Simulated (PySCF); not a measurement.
## Polarisability of `CC[n+]1cocc1C#N`

C6H7N2O (charge +1).
Structure used (GFN2-xTB), in Å, numbered top down from 1:
```xyz
16
C6H7N2O angstrom
C     -1.9601    0.2854   -0.4261
C     -1.0865   -0.3073    0.6756
N      0.2747   -0.4781    0.2090
C      0.8470   -1.5791   -0.2364
O      2.0709   -1.3539   -0.6193
C      2.3315   -0.0569   -0.4307
C      1.2113    0.5305    0.0928
C      0.9601    1.8697    0.4703
N      0.7307    2.9444    0.7799
H     -1.5859    1.2546   -0.7468
H     -2.0146   -0.3793   -1.2845
H     -2.9648    0.4253   -0.0388
H     -1.4649   -1.2829    0.9843
H     -1.0675    0.3627    1.5387
H      0.4114   -2.5620   -0.2950
H      3.2992    0.3360   -0.6843
```

Level: B3LYP/def2-SVPD (PySCF), static field, nuclei fixed, core orbitals frozen in the response. The polarisability tensor in these axes (au):

```
x   82.04 -3.18 -6.49
y   -3.18 92.56  9.40
z   -6.49  9.40 55.67
```

Q: Give the principal values, the mean and the anisotropy Δα = √{½[(α1 − α2)² + (α2 − α3)² + (α1 − α3)²]}.

A: Principal values 52.35, 81.54 and 96.38 au; mean 76.76 au = 11.37 Å³ = 12.66 × 10⁻⁴⁰ C²·m²/J; Δα = 38.80 au (51 % of the mean).

Q: Give the principal axes and the span of the nuclei along them.

A: Largest value along (-0.32, 0.91, 0.26), where the nuclei span 5.19 Å; middle along (0.93, 0.36, -0.10), 5.85 Å; least along (0.19, -0.21, 0.96), 2.73 Å. The strongest response doesn't lie along the longest of the three spans.

Q: What are the principal values of the traceless quadrupole moment, Θ = ½Σq(3rr − r²1), about the centre of nuclear charge?

A: -10.38, -5.93, 16.30 D·Å. The values depend on the origin, since the species is charged. The electronic extent ⟨r²⟩ about the same centre is 1091 bohr², a root-mean-square distance of 2.19 Å for the 64 electrons.

Q: What depolarisation ratio follows for Rayleigh scattering of linearly polarised light, taking the static tensor?

A: ρ = 3Δα²/(45ᾱ² + 4Δα²) = 4515.4/(265126 + 6020.5) = 0.0167.

Q: In TDDFT the mean static polarisability is Σ f/ω² over all singlet excitations (ω in hartree). How much of it do the 8 lowest give? Their energies (eV) and oscillator strengths: 5.58, 0.1008; 6.23, 0.1308; 6.40, 0.0009; 6.65, 0.0016; 6.81, 0.0002; 6.84, 0.0025; 6.99, 0.0047; 7.04, 0.0788.

A: They add up to 6.22 au, 8.1 % of the 76.76 au; the largest single term is 2.49 au, from the state at 6.23 eV. Terms in order: 2.39, 2.49, 0.02, 0.03, 0.00, 0.04, 0.07, 1.18 au. Higher excitations give the rest. The strengths listed sum to 0.320.

Isolated species at its GFN2-xTB geometry (one conformer only).
